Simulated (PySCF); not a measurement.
C7H10N (doublet state).
Structure used (GFN2-xTB), in Å, numbered top down from 1:
```
atom  x, y, z in Å
N1     2.8082   -0.0290    0.3537
C2     1.8917   -0.1453   -0.7752
C3     0.4356   -0.0188   -0.3853
C4    -0.3732   -1.1089   -0.3253
C5    -1.7987   -1.0367    0.1020
C6    -2.2283    0.3399    0.4726
C7    -1.3841    1.3987    0.4046
C8    -0.0562    1.2513   -0.0197
H9     2.6111   -0.7589    1.0315
H10    2.6681    0.8620    0.8203
H11    2.1533    0.6407   -1.4902
H12    2.0724   -1.1147   -1.2469
H13   -0.0003   -2.0843   -0.6052
H14   -2.4462   -1.4258   -0.7016
H15   -1.9696   -1.7226    0.9486
H16   -3.2504    0.4629    0.7979
H17   -1.7343    2.3835    0.6818
H18    0.5919    2.1123   -0.0751
```

The hyperfine couplings belong to this conformer and change with its torsions.

The species is `NCC1=CC[CH]C=C1` [radical].

The calculation used UKS B3LYP, pcH-1 on C H N, non-relativistic, mean-field spin-orbit, GIAO in PySCF 2.14.0. The structure is a single GFN2-xTB conformer in the gas phase; no vibrational or solvent corrections. The geometry wasn't refined by DFT: couplings that depend on bond lengths, twists or pyramidal angles can differ widely from those at the functional's own minimum. No stability test was run, so a lower SCF solution isn't excluded. ⟨S²⟩ is 0.784 where a pure state has 0.75.

Principal values of hyperfine tensors in MHz (contact and dipolar terms together), for some of the nuclei:

```json
{"atom": "H14", "isotope": "1H", "A1": "150.98", "A2": "154.26", "A3": "159.52"}
{"atom": "H15", "isotope": "1H", "A1": "146.89", "A2": "150.17", "A3": "155.42"}
{"atom": "C8", "isotope": "13C", "A1": "4.10", "A2": "6.52", "A3": "135.92"}
{"atom": "C6", "isotope": "13C", "A1": "3.21", "A2": "5.21", "A3": "106.34"}
{"atom": "C7", "isotope": "13C", "A1": "-60.96", "A2": "-27.44", "A3": "-23.89"}
{"atom": "C3", "isotope": "13C", "A1": "-58.55", "A2": "-26.36", "A3": "-23.40"}
{"atom": "C4", "isotope": "13C", "A1": "2.82", "A2": "4.81", "A3": "97.30"}
{"atom": "C5", "isotope": "13C", "A1": "-34.50", "A2": "-33.36", "A3": "-31.03"}
```

Question: Split each tensor into its isotropic and traceless parts, and turn a_iso into mT with g = 2.0027.

Answer: a_iso = (A1 + A2 + A3)/3, Ti = Ai − a_iso; 1 mT corresponds to 28.030 MHz.

```
atom  a_iso (MHz)  a_iso (mT)      T1      T2     T3
 H14       154.92       5.527   -3.94   -0.66   4.60
 H15       150.83       5.381   -3.94   -0.65   4.59
  C8        48.85       1.743  -44.74  -42.33  87.07
  C6        38.25       1.365  -35.04  -33.04  68.08
  C7       -37.43      -1.335  -23.53    9.99  13.54
  C3       -36.11      -1.288  -22.44    9.74  12.70
  C4        34.98       1.248  -32.16  -30.17  62.32
  C5       -32.96      -1.176   -1.54   -0.39   1.93
```

Question: What spin density at the nucleus of C5 lies behind its contact coupling (g_N = 1.40482)?

Answer: a_FC = 800.24 MHz bohr³ × g_N × ρ(0)/(2S). With a_FC = -32.96 MHz and 2S = 1, ρ(0) = -0.02932 bohr⁻³.

Question: H18 (1H, g_N = 5.58569) isn't in the table. Its spin density at the nucleus is -0.008151 bohr⁻³. What is its contact coupling?

Answer: By the same relation, a_FC = -36.4 MHz. Its full tensor has the principal values -58.38, -36.21, -14.71 MHz.

Question: Which nucleus of the table has the largest anisotropic coupling, and what is its form?

Answer: C8: -44.7, -42.3, 87.1 MHz, nearly axial, close to the ratio −1:−1:+2, the form that spin in one p orbital centred on that nucleus gives.

Question: What first-order splitting does H15 cause when the field lies along A1, A2 or A3 of its tensor (g taken as isotropic, no quadrupole term)?

Answer: 2 lines (I = 1/2), spaced by |A_i|/(g × 13.996): 5.24, 5.36, 5.54 mT along the axes of A1, A2 and A3.

The run took 2.2 min on one thread, Arm Neoverse N1, on a shared host.

The SMILES draws the unpaired electron on C6; the largest computed Mulliken spin population is on C8 (0.58 against 0.45).
